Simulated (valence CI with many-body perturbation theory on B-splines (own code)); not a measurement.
Tb LXI: calculated level list

Calculated by relativistic CI+MBPT: three valence electrons over a frozen Dirac-Fock core [He], radial functions for each j: 11 s, 11 p, 10 d, 8 f, 5 g, 2 h, with the one-electron correlation potential Σ1 (screened to all orders), the two-electron term Σ2, the three-electron term Σ3, Breit, model QED; selected single and double excitations, second order for the rest, scaled by the run's own slope (own B-spline code, finite nucleus).

The last digits are not significant, and no measured levels were compared; by estimate large intervals hold to a few tenths of a per cent, small ones and those within an open d or f shell to about a per cent.

Levels 136 to 165 of 165, with energies above the lowest level, (2s^2 2p1/2) J=1/2. "Leading %" is the weight of the configuration and term that name the level; weights of strongly mixed levels are sums over their largest components and can fall short. In the jj column 3d3/2^4 stands for four electrons in 3d with j = 3/2. Lifetimes count E1, E2, E3, M1 and M2 decay at the calculated energies, and are blank where another channel may lead or the interval is too uncertain; long ones can be off by a factor of two.

| No. | Configuration | Term | J | E (× 10³ cm⁻¹) | Leading % | Lifetime | Leading jj | g |
| --- | --- | --- | --- | --- | --- | --- | --- | --- |
| 136 | 2s.2p.4p | 4D | 3/2 | 87218 | 41 | 7.31 fs | 2s 2p1/2 4p1/2 (99 %) | 1.104 |
| 137 | 2s2.4f | 2F° | 7/2 | 87283 | 98 | 5.06 fs | 2s^2 4f7/2 (98 %) | 1.137 |
| 138 | 2s.2p.4p | 4P | 1/2 | 87295 | 43 | 10.1 fs | 2s 2p1/2 4p1/2 (100 %) | 1.789 |
| 139 | 2s.2p.4p | 4P | 3/2 | 87824 | 30 | 9.72 fs | 2s 2p1/2 4p3/2 (100 %) | 1.364 |
| 140 | 2s.2p.4d | 4F° | 3/2 | 87965 | 59 | 4.25 fs | 2s 2p1/2 4d3/2 (100 %) | 0.682 |
| 141 | 2s.2p.4p | 2P | 1/2 | 88054 | 45 | 4.53 fs | 2s 2p1/2 4p3/2 (98 %) | 1.322 |
| 142 | 2s.2p.4p | 4D | 5/2 | 88056 | 43 | 22.9 fs | 2s 2p1/2 4p3/2 (100 %) | 1.326 |
| 143 | 2s.2p.4p | 2D | 3/2 | 88064 | 40 | 6.21 fs | 2s 2p1/2 4p3/2 (100 %) | 1.284 |
| 144 | 2s.2p.4d | 4F° | 5/2 | 88178 | 56 | 5.14 fs | 2s 2p1/2 4d3/2 (80 %) | 1.040 |
| 145 | 2s.2p.4d | 2F° | 5/2 | 88223 | 32 | 2.75 fs | 2s 2p1/2 4d5/2 (81 %) | 1.220 |
| 146 | 2s.2p.4d | 2P° | 3/2 | 88226 | 26 | 2.25 fs | 2s 2p1/2 4d3/2 (99 %) | 1.068 |
| 147 | 2s.2p.4d | 4D° | 1/2 | 88234 | 54 | 1.72 fs | 2s 2p1/2 4d3/2 (99 %) | 0.438 |
| 148 | 2s.2p.4f | 4G | 5/2 | 88290 | 44 | 4.99 fs | 2s 2p1/2 4f5/2 (100 %) | 0.841 |
| 149 | 2s.2p.4f | 4F | 7/2 | 88399 | 26 | 5.10 fs | 2s 2p1/2 4f7/2 (100 %) | 1.143 |
| 150 | 2s.2p.4d | 2F° | 7/2 | 88439 | 39 | 2.46 fs | 2s 2p1/2 4d5/2 (100 %) | 1.232 |
| 151 | 2s.2p.4d | 2F° | 5/2 | 88463 | 40 | 2.47 fs | 2s 2p1/2 4d5/2 (99 %) | 1.147 |
| 152 | 2s.2p.4d | 2P° | 3/2 | 88469 | 38 | 2.50 fs | 2s 2p1/2 4d5/2 (99 %) | 1.117 |
| 153 | 2s.2p.4f | 2G | 7/2 | 88522 | 38 | 5.01 fs | 2s 2p1/2 4f5/2 (99 %) | 0.989 |
| 154 | 2s.2p.4f | 4G | 5/2 | 88528 | 31 | 4.98 fs | 2s 2p1/2 4f5/2 (100 %) | 0.919 |
| 155 | 2s.2p.4f | 4F | 3/2 | 88529 | 48 | 4.95 fs | 2s 2p1/2 4f5/2 (100 %) | 0.660 |
| 156 | 2s.2p.4f | 2G | 9/2 | 88630 | 40 | 5.11 fs | 2s 2p1/2 4f7/2 (100 %) | 1.179 |
| 157 | 2s.2p.4f | 4D | 7/2 | 88638 | 31 | 5.11 fs | 2s 2p1/2 4f7/2 (100 %) | 1.139 |
| 158 | 2s.2p.4f | 2D | 5/2 | 88639 | 39 | 5.09 fs | 2s 2p1/2 4f7/2 (100 %) | 1.077 |
| 159 | 2p2.4s | 4P | 1/2 | 88894 | 45 | 11.6 fs | 2p1/2^2 4s (97 %) | 1.992 |
| 160 | 2p2.4p | 2P° | 1/2 | 89085 | 45 | 5.53 fs | 2p1/2^2 4p1/2 (98 %) | 0.656 |
| 161 | 2p2.4p | 2P° | 3/2 | 89919 | 34 | 5.92 fs | 2p1/2^2 4p3/2 (98 %) | 1.328 |
| 162 | 2p2.4d | 2D | 3/2 | 90048 | 42 | 6.61 fs | 2p1/2^2 4d3/2 (98 %) | 0.791 |
| 163 | 2p2.4d | 2D | 5/2 | 90307 | 36 | 2.49 fs | 2p1/2^2 4d5/2 (98 %) | 1.195 |
| 164 | 2p2.4f | 2F° | 5/2 | 90361 | 41 | 5.04 fs | 2p1/2^2 4f5/2 (98 %) | 0.850 |
| 165 | 2p2.4f | 2F° | 7/2 | 90471 | 37 | 5.14 fs | 2p1/2^2 4f7/2 (98 %) | 1.137 |
